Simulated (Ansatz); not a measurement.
Relaxation of the cluster Hg6Te3Br6 with RKS PBE-D4/def2-SVP.

```sh
$ ansatz run in.yaml --threads 2 --pin off --events-out ev --progress --plain --max-ram 32768MiB --backend cuda --devices 0, --max-vram 18GiB
```

```yaml
crystal:
  periodic: [false, false, false]
  atoms:
    - {symbol: Hg, position_ang: [-1.516190, 0.460270, 1.036790]}
    - {symbol: Hg, position_ang: [-0.915520, -3.261210, -0.557270]}
    - {symbol: Hg, position_ang: [1.406960, -1.748630, 1.830000]}
    - {symbol: Hg, position_ang: [1.033850, -0.219130, -2.615380]}
    - {symbol: Hg, position_ang: [-2.945100, 0.154660, -1.423430]}
    - {symbol: Hg, position_ang: [1.183620, 3.176230, 1.158740]}
    - {symbol: Te, position_ang: [1.191590, 0.603190, 0.091860]}
    - {symbol: Te, position_ang: [-1.498590, -2.192430, 1.987980]}
    - {symbol: Te, position_ang: [-1.437100, -1.673720, -2.866020]}
    - {symbol: Br, position_ang: [-4.912370, 1.639080, -1.210320]}
    - {symbol: Br, position_ang: [3.041100, -1.746670, 3.669150]}
    - {symbol: Br, position_ang: [2.475660, 5.231660, 1.483310]}
    - {symbol: Br, position_ang: [1.668530, -3.570880, -0.270670]}
    - {symbol: Br, position_ang: [2.537160, 0.280540, -4.498350]}
    - {symbol: Br, position_ang: [-1.313580, 2.867020, 2.183620]}
basis:
  gaussian: {orbitals: def2-SVP, fitting: {mean_field: def2-universal-jkfit}}
hamiltonian: {xc: pbe, dispersion: d4}
scf: {lower_state_search: "off"}
output: {orbitals: {seedname: orbitals}}
relax: {f_tol: 0.03, max_steps: 70}
```

Hardware: 2 threads of AMD EPYC 7R13 on a shared host and a share (18 GiB) of an NVIDIA H100 80GB HBM3. Wall time 2.9 min, peak host memory 1.1 GiB.

Positions (Å) and forces (eV/Å) at steps 1, 2, 3, 4, 5, 6, 7, 8, 9, 10, 11, 12, 13, 14, 15, 16, 17, 18, 19 of 34:

```xyz
15
step=1 energy=-467120.4096 eV
Hg   -1.516    0.460    1.037    0.291   -0.224    0.673
Hg   -0.916   -3.261   -0.557   -0.458    0.662   -0.049
Hg    1.407   -1.749    1.830   -0.436   -0.020    0.109
Hg    1.034   -0.219   -2.615   -0.247   -0.083    0.302
Hg   -2.945    0.155   -1.423   -0.107   -0.533   -1.048
Hg    1.184    3.176    1.159    0.404   -0.167   -0.281
Te    1.192    0.603    0.092    0.205    0.207   -0.321
Te   -1.499   -2.192    1.988   -0.442   -0.171    0.247
Te   -1.437   -1.674   -2.866   -0.303    0.042    0.074
Br   -4.912    1.639   -1.210    0.012    0.132    0.249
Br    3.041   -1.747    3.669    0.436    0.006    0.436
Br    2.476    5.232    1.483    0.183    0.391    0.085
Br    1.669   -3.571   -0.271    0.750   -0.428   -0.303
Br    2.537    0.281   -4.498    0.340    0.089   -0.423
Br   -1.314    2.867    2.184   -0.626    0.096    0.250
15
step=2 energy=-467120.9505 eV
Hg   -1.468    0.403    1.156    0.216    0.022    0.360
Hg   -0.916   -3.089   -0.538    0.062    0.366    0.181
Hg    1.346   -1.781    1.887   -0.036   -0.146    0.260
Hg    1.016   -0.231   -2.639    0.025    0.054   -0.192
Hg   -2.992    0.075   -1.595   -0.511    0.232   -0.299
Hg    1.234    3.192    1.134    0.209    0.065   -0.161
Te    1.239    0.633    0.034   -0.101   -0.064    0.149
Te   -1.615   -2.248    2.085    0.040   -0.015   -0.181
Te   -1.486   -1.690   -2.923    0.149   -0.271   -0.164
Br   -4.890    1.648   -1.160    0.352   -0.163    0.176
Br    3.084   -1.755    3.723   -0.043    0.027   -0.077
Br    2.508    5.297    1.496   -0.068    0.028    0.050
Br    1.759   -3.622   -0.325   -0.095    0.054   -0.054
Br    2.570    0.284   -4.554   -0.034   -0.051    0.014
Br   -1.389    2.885    2.220   -0.165   -0.135   -0.063
15
step=3 energy=-467121.2156 eV
Hg   -1.439    0.369    1.241    0.061    0.222    0.289
Hg   -0.916   -2.916   -0.526    0.005    0.176    0.050
Hg    1.311   -1.841    1.985    0.001   -0.202    0.265
Hg    1.003   -0.217   -2.670    0.083    0.099   -0.036
Hg   -3.024    0.039   -1.758   -0.372    0.238   -0.140
Hg    1.266    3.181    1.065    0.205   -0.013   -0.167
Te    1.223    0.575    0.057   -0.018    0.051    0.003
Te   -1.648   -2.272    2.116    0.120   -0.039   -0.159
Te   -1.467   -1.738   -3.026    0.032   -0.141   -0.020
Br   -4.779    1.657   -1.000    0.394   -0.260    0.050
Br    3.110   -1.746    3.759   -0.083    0.024   -0.117
Br    2.456    5.325    1.526   -0.122   -0.063    0.013
Br    1.747   -3.558   -0.353   -0.119    0.118    0.011
Br    2.568    0.254   -4.593   -0.057   -0.038    0.036
Br   -1.412    2.888    2.175   -0.131   -0.173   -0.078
15
step=4 energy=-467121.4317 eV
Hg   -1.404    0.386    1.375   -0.049    0.276    0.196
Hg   -0.945   -2.795   -0.539   -0.043    0.109   -0.077
Hg    1.276   -1.935    2.101   -0.057   -0.223    0.219
Hg    1.002   -0.185   -2.672    0.074    0.111    0.090
Hg   -3.057    0.012   -1.934   -0.254    0.236    0.092
Hg    1.310    3.146    0.977    0.221   -0.006   -0.159
Te    1.222    0.521    0.082    0.047    0.089   -0.051
Te   -1.658   -2.289    2.114    0.170   -0.003   -0.055
Te   -1.450   -1.781   -3.108   -0.006   -0.068   -0.020
Br   -4.643    1.630   -0.862    0.368   -0.297   -0.094
Br    3.149   -1.731    3.777   -0.080    0.018   -0.123
Br    2.376    5.333    1.543   -0.145   -0.112   -0.021
Br    1.710   -3.477   -0.376   -0.079    0.119    0.056
Br    2.553    0.239   -4.615   -0.057   -0.027    0.009
Br   -1.439    2.926    2.137   -0.111   -0.221   -0.061
15
step=5 energy=-467121.6217 eV
Hg   -1.394    0.413    1.485   -0.051    0.201    0.116
Hg   -0.986   -2.669   -0.572   -0.056    0.025   -0.131
Hg    1.215   -2.065    2.236   -0.026   -0.164    0.216
Hg    1.011   -0.129   -2.640    0.110    0.120    0.164
Hg   -3.045   -0.017   -2.028   -0.142    0.187    0.124
Hg    1.376    3.108    0.868    0.200    0.072   -0.090
Te    1.237    0.473    0.119    0.081    0.063   -0.116
Te   -1.658   -2.298    2.109    0.133    0.035   -0.026
Te   -1.427   -1.803   -3.192   -0.039   -0.015    0.022
Br   -4.494    1.583   -0.771    0.266   -0.239   -0.107
Br    3.187   -1.716    3.761   -0.123   -0.016   -0.161
Br    2.271    5.342    1.545   -0.145   -0.167   -0.074
Br    1.660   -3.383   -0.380   -0.022    0.087    0.088
Br    2.505    0.221   -4.641   -0.072   -0.022   -0.012
Br   -1.457    2.941    2.101   -0.115   -0.168   -0.011
15
step=6 energy=-467121.7645 eV
Hg   -1.381    0.441    1.558   -0.036    0.024    0.040
Hg   -1.016   -2.599   -0.619    0.005   -0.007   -0.069
Hg    1.137   -2.186    2.370    0.107   -0.045    0.192
Hg    1.055   -0.064   -2.586    0.155    0.118    0.047
Hg   -3.024   -0.018   -2.084   -0.022    0.072    0.092
Hg    1.434    3.079    0.780    0.126    0.133   -0.035
Te    1.280    0.445    0.144    0.080   -0.008   -0.039
Te   -1.659   -2.295    2.087   -0.014    0.053   -0.021
Te   -1.407   -1.797   -3.248   -0.036    0.017   -0.006
Br   -4.371    1.535   -0.693    0.126   -0.110   -0.048
Br    3.209   -1.721    3.715   -0.182   -0.062   -0.171
Br    2.174    5.344    1.511   -0.108   -0.137   -0.092
Br    1.631   -3.307   -0.341   -0.006    0.046    0.064
Br    2.439    0.200   -4.685   -0.128   -0.031    0.032
Br   -1.500    2.941    2.091   -0.067   -0.064    0.016
15
step=7 energy=-467121.8807 eV
Hg   -1.413    0.435    1.610   -0.036   -0.037   -0.014
Hg   -0.989   -2.558   -0.656    0.069   -0.040   -0.082
Hg    1.027   -2.263    2.486    0.140   -0.030    0.110
Hg    1.193    0.065   -2.520    0.161    0.055   -0.100
Hg   -2.968   -0.013   -2.080    0.004    0.042    0.063
Hg    1.465    3.080    0.685    0.055    0.067    0.025
Te    1.339    0.425    0.190    0.045   -0.008    0.000
Te   -1.715   -2.303    2.049   -0.046    0.077    0.001
Te   -1.358   -1.766   -3.275   -0.010    0.033   -0.004
Br   -4.248    1.502   -0.588    0.068   -0.071   -0.018
Br    3.177   -1.819    3.685   -0.167   -0.054   -0.107
Br    2.078    5.384    1.377   -0.073   -0.065   -0.091
Br    1.638   -3.285   -0.275   -0.046    0.050    0.065
Br    2.301    0.197   -4.784   -0.163   -0.021    0.123
Br   -1.528    2.920    2.096   -0.003    0.000    0.028
15
step=8 energy=-467121.9405 eV
Hg   -1.448    0.431    1.612   -0.013    0.055   -0.001
Hg   -0.934   -2.540   -0.717   -0.063   -0.002    0.033
Hg    0.960   -2.325    2.571   -0.533   -0.038   -0.182
Hg    1.338    0.152   -2.479   -0.019    0.051    0.376
Hg   -2.910    0.005   -2.062    0.220   -0.231   -0.199
Hg    1.486    3.070    0.652   -0.012   -0.105   -0.025
Te    1.396    0.403    0.229    0.042    0.039   -0.060
Te   -1.757   -2.281    2.003    0.011   -0.054   -0.034
Te   -1.309   -1.717   -3.307   -0.090    0.036   -0.037
Br   -4.132    1.442   -0.498   -0.158    0.176    0.227
Br    3.100   -1.914    3.661    0.406    0.043    0.236
Br    1.977    5.418    1.222   -0.015    0.100   -0.037
Br    1.629   -3.241   -0.192    0.134   -0.081   -0.018
Br    2.112    0.188   -4.819    0.056    0.017   -0.302
Br   -1.507    2.908    2.121    0.033   -0.004    0.021
15
step=9 energy=-467121.9789 eV
Hg   -1.475    0.437    1.597   -0.011    0.021    0.010
Hg   -0.898   -2.543   -0.738   -0.011   -0.031    0.047
Hg    0.893   -2.341    2.596   -0.394   -0.024   -0.136
Hg    1.395    0.202   -2.465   -0.001    0.024    0.232
Hg   -2.864    0.002   -2.024    0.152   -0.165   -0.157
Hg    1.487    3.071    0.621   -0.023   -0.063   -0.001
Te    1.422    0.400    0.238    0.038    0.025   -0.048
Te   -1.799   -2.276    1.964    0.024   -0.031   -0.021
Te   -1.289   -1.706   -3.316   -0.095    0.042   -0.059
Br   -4.037    1.420   -0.383   -0.145    0.100    0.123
Br    3.057   -1.976    3.676    0.295    0.028    0.193
Br    1.922    5.447    1.132   -0.015    0.068   -0.043
Br    1.647   -3.267   -0.157    0.072   -0.053   -0.023
Br    2.047    0.218   -4.851    0.029    0.026   -0.173
Br   -1.507    2.911    2.112    0.086    0.034    0.057
15
step=10 energy=-467122.0220 eV
Hg   -1.478    0.471    1.632   -0.023   -0.052   -0.021
Hg   -0.856   -2.568   -0.784    0.055    0.054   -0.118
Hg    0.798   -2.367    2.640    0.033    0.006   -0.013
Hg    1.503    0.276   -2.420    0.007   -0.019   -0.336
Hg   -2.840   -0.025   -2.039   -0.060    0.038    0.068
Hg    1.478    3.077    0.591    0.026    0.099   -0.004
Te    1.483    0.404    0.259    0.029   -0.042    0.078
Te   -1.837   -2.260    1.911   -0.094    0.077   -0.052
Te   -1.309   -1.701   -3.377    0.085   -0.112    0.087
Br   -4.033    1.347   -0.334    0.008    0.013    0.043
Br    2.991   -2.070    3.740    0.011   -0.007    0.062
Br    1.828    5.502    0.970   -0.019   -0.036   -0.052
Br    1.666   -3.302   -0.109   -0.037   -0.004   -0.033
Br    1.957    0.283   -4.891   -0.030    0.029    0.262
Br   -1.351    2.932    2.213    0.010   -0.045    0.028
15
step=11 energy=-467122.0572 eV
Hg   -1.453    0.473    1.609   -0.003   -0.013    0.032
Hg   -0.766   -2.542   -0.828    0.048   -0.050    0.025
Hg    0.735   -2.383    2.641   -0.045   -0.020    0.029
Hg    1.476    0.327   -2.432    0.032   -0.056   -0.149
Hg   -2.844   -0.060   -1.980    0.003    0.015    0.004
Hg    1.480    3.080    0.503    0.003    0.039    0.057
Te    1.515    0.389    0.259    0.024    0.077   -0.036
Te   -1.882   -2.242    1.811    0.023    0.000    0.035
Te   -1.300   -1.698   -3.374   -0.028    0.033   -0.073
Br   -3.967    1.318   -0.221   -0.035    0.008   -0.026
Br    2.864   -2.137    3.879   -0.009   -0.003    0.020
Br    1.771    5.525    0.787   -0.017   -0.048   -0.059
Br    1.693   -3.333   -0.081   -0.004   -0.005   -0.010
Br    1.941    0.387   -4.886   -0.029    0.034    0.140
Br   -1.264    2.897    2.312    0.035   -0.011    0.011
15
step=12 energy=-467122.0718 eV
Hg   -1.431    0.442    1.622    0.052    0.031    0.025
Hg   -0.712   -2.553   -0.857    0.056   -0.032    0.024
Hg    0.683   -2.448    2.685    0.016    0.034    0.028
Hg    1.474    0.303   -2.463    0.012    0.091   -0.038
Hg   -2.840   -0.051   -1.948    0.012    0.029    0.018
Hg    1.485    3.114    0.496   -0.022    0.123   -0.089
Te    1.548    0.429    0.228   -0.031   -0.092    0.080
Te   -1.902   -2.267    1.772    0.032    0.002    0.022
Te   -1.307   -1.673   -3.383   -0.024    0.035   -0.012
Br   -3.960    1.327   -0.181    0.001   -0.027   -0.054
Br    2.781   -2.197    3.983   -0.064   -0.024   -0.020
Br    1.724    5.585    0.608   -0.020   -0.125   -0.002
Br    1.706   -3.360   -0.036   -0.021    0.007   -0.022
Br    1.934    0.496   -4.903   -0.018   -0.019    0.038
Br   -1.183    2.852    2.376    0.020   -0.035    0.001
15
step=13 energy=-467122.0883 eV
Hg   -1.402    0.423    1.654    0.030    0.092    0.037
Hg   -0.644   -2.553   -0.892    0.028   -0.001    0.004
Hg    0.632   -2.485    2.727   -0.099    0.011   -0.022
Hg    1.506    0.385   -2.458   -0.008   -0.014   -0.004
Hg   -2.813   -0.029   -1.926    0.030   -0.010   -0.005
Hg    1.452    3.110    0.395   -0.001    0.171    0.010
Te    1.569    0.414    0.237   -0.003    0.023   -0.046
Te   -1.920   -2.275    1.726    0.074    0.003    0.038
Te   -1.296   -1.639   -3.395   -0.029    0.032    0.041
Br   -3.938    1.328   -0.149    0.011   -0.004   -0.026
Br    2.687   -2.285    4.087    0.008   -0.013    0.017
Br    1.645    5.596    0.429   -0.031   -0.214   -0.018
Br    1.722   -3.379    0.018   -0.005    0.002   -0.029
Br    1.875    0.573   -4.910    0.004    0.014    0.036
Br   -1.076    2.815    2.457   -0.006   -0.093   -0.033
15
step=14 energy=-467122.0972 eV
Hg   -1.375    0.418    1.679    0.010    0.097    0.031
Hg   -0.593   -2.541   -0.891    0.006   -0.008    0.006
Hg    0.605   -2.510    2.746   -0.071    0.000    0.014
Hg    1.490    0.391   -2.482   -0.007   -0.012    0.020
Hg   -2.778    0.001   -1.898    0.018    0.001   -0.005
Hg    1.409    3.089    0.340    0.009    0.143    0.007
Te    1.564    0.393    0.213    0.009    0.059   -0.022
Te   -1.926   -2.273    1.714    0.065    0.001    0.020
Te   -1.276   -1.608   -3.379   -0.022    0.008    0.021
Br   -3.916    1.367   -0.138    0.025   -0.006   -0.010
Br    2.630   -2.362    4.157    0.004   -0.012    0.005
Br    1.565    5.575    0.309   -0.028   -0.178   -0.009
Br    1.749   -3.382    0.044   -0.014   -0.005   -0.026
Br    1.874    0.646   -4.922    0.009    0.014   -0.014
Br   -1.022    2.797    2.507   -0.014   -0.103   -0.038
15
step=15 energy=-467122.1078 eV
Hg   -1.340    0.403    1.702    0.004    0.049    0.021
Hg   -0.558   -2.545   -0.889    0.014   -0.003    0.020
Hg    0.568   -2.561    2.797   -0.002   -0.005    0.032
Hg    1.477    0.429   -2.516    0.004   -0.026    0.018
Hg   -2.727    0.037   -1.870    0.019   -0.001   -0.015
Hg    1.358    3.098    0.263    0.001    0.054    0.015
Te    1.564    0.404    0.180    0.002    0.054   -0.014
Te   -1.928   -2.279    1.712    0.029    0.018    0.003
Te   -1.262   -1.591   -3.364    0.000   -0.012    0.000
Br   -3.843    1.420   -0.116    0.005    0.013    0.009
Br    2.571   -2.487    4.250   -0.029   -0.013   -0.022
Br    1.443    5.574    0.157   -0.019   -0.086   -0.003
Br    1.748   -3.412    0.088   -0.011    0.003   -0.023
Br    1.886    0.745   -4.944   -0.007    0.008   -0.023
Br   -0.957    2.765    2.550   -0.008   -0.054   -0.016
15
step=16 energy=-467122.1165 eV
Hg   -1.308    0.406    1.732   -0.010   -0.014    0.008
Hg   -0.521   -2.542   -0.874    0.005   -0.003    0.021
Hg    0.533   -2.614    2.841    0.056   -0.008    0.055
Hg    1.467    0.438   -2.552    0.001   -0.001   -0.012
Hg   -2.650    0.079   -1.852    0.011   -0.002   -0.024
Hg    1.295    3.103    0.200   -0.004   -0.019    0.004
Te    1.557    0.416    0.144    0.015    0.040    0.019
Te   -1.928   -2.268    1.717    0.001    0.022   -0.023
Te   -1.229   -1.581   -3.349    0.003   -0.037   -0.012
Br   -3.750    1.490   -0.114   -0.004    0.028    0.021
Br    2.515   -2.632    4.328   -0.052   -0.011   -0.042
Br    1.300    5.569    0.025   -0.014    0.001    0.002
Br    1.758   -3.432    0.123   -0.013    0.007   -0.010
Br    1.863    0.821   -4.975   -0.004   -0.001   -0.011
Br   -0.901    2.746    2.606    0.009   -0.002    0.003
15
step=17 energy=-467122.1244 eV
Hg   -1.273    0.407    1.766   -0.016   -0.050   -0.009
Hg   -0.490   -2.547   -0.864    0.003    0.011    0.007
Hg    0.494   -2.670    2.890    0.082   -0.009    0.049
Hg    1.464    0.463   -2.581    0.000    0.004   -0.034
Hg   -2.581    0.112   -1.849    0.014   -0.014   -0.028
Hg    1.233    3.122    0.140   -0.009   -0.021    0.000
Te    1.563    0.443    0.118    0.010    0.024    0.008
Te   -1.932   -2.256    1.717    0.003    0.029   -0.018
Te   -1.211   -1.598   -3.342    0.006   -0.029    0.012
Br   -3.644    1.563   -0.122    0.002    0.031    0.022
Br    2.458   -2.782    4.399   -0.076   -0.006   -0.056
Br    1.148    5.579   -0.097   -0.014    0.005    0.009
Br    1.763   -3.448    0.161   -0.010    0.013    0.004
Br    1.835    0.887   -5.005   -0.010   -0.013    0.024
Br   -0.826    2.725    2.667    0.016    0.025    0.012
15
step=18 energy=-467122.1330 eV
Hg   -1.241    0.407    1.777    0.020    0.018    0.021
Hg   -0.446   -2.504   -0.832   -0.014   -0.050    0.011
Hg    0.461   -2.710    2.908    0.002   -0.005    0.017
Hg    1.423    0.474   -2.603    0.047   -0.028    0.010
Hg   -2.506    0.140   -1.864   -0.004    0.005    0.000
Hg    1.140    3.120    0.091    0.019    0.017    0.022
Te    1.584    0.460    0.096   -0.022    0.019   -0.030
Te   -1.942   -2.232    1.715    0.001   -0.036   -0.017
Te   -1.199   -1.647   -3.325   -0.031    0.020   -0.030
Br   -3.483    1.669   -0.142    0.011    0.009   -0.031
Br    2.387   -2.920    4.441    0.003   -0.008    0.004
Br    0.972    5.575   -0.136   -0.020    0.005   -0.010
Br    1.793   -3.421    0.189    0.005    0.009    0.021
Br    1.790    0.885   -5.026   -0.014    0.008   -0.023
Br   -0.733    2.703    2.710   -0.004    0.017    0.035
15
step=19 energy=-467122.1250 eV rejected
Hg   -1.199    0.412    1.847   -0.014    0.045   -0.057
Hg   -0.440   -2.578   -0.856    0.019    0.090   -0.055
Hg    0.435   -2.747    2.961   -0.037    0.003   -0.067
Hg    1.503    0.417   -2.662   -0.101    0.145    0.030
Hg   -2.466    0.170   -1.894    0.027    0.060    0.106
Hg    1.100    3.163    0.119   -0.071    0.024   -0.147
Te    1.554    0.504    0.040    0.065   -0.056    0.084
Te   -1.920   -2.223    1.687   -0.035    0.017    0.105
Te   -1.231   -1.685   -3.334    0.015   -0.046    0.015
Br   -3.341    1.798   -0.195    0.062   -0.069   -0.051
Br    2.344   -3.039    4.494    0.016   -0.008    0.042
Br    0.788    5.601   -0.183    0.019   -0.043    0.047
Br    1.808   -3.378    0.242    0.005   -0.015   -0.028
Br    1.734    0.892   -5.092    0.027   -0.057    0.007
Br   -0.670    2.694    2.824    0.002   -0.091   -0.032
```

In the def2 sets Hg, Te take a core potential; there is no spin–orbit coupling. Single mean-field runs in def2-SVP are fitted with def2-universal-jkfit. Another isomer (singlet) lies 0.36 eV lower at PBE0-D4/def2-TZVP; other spin states weren't run for this one.
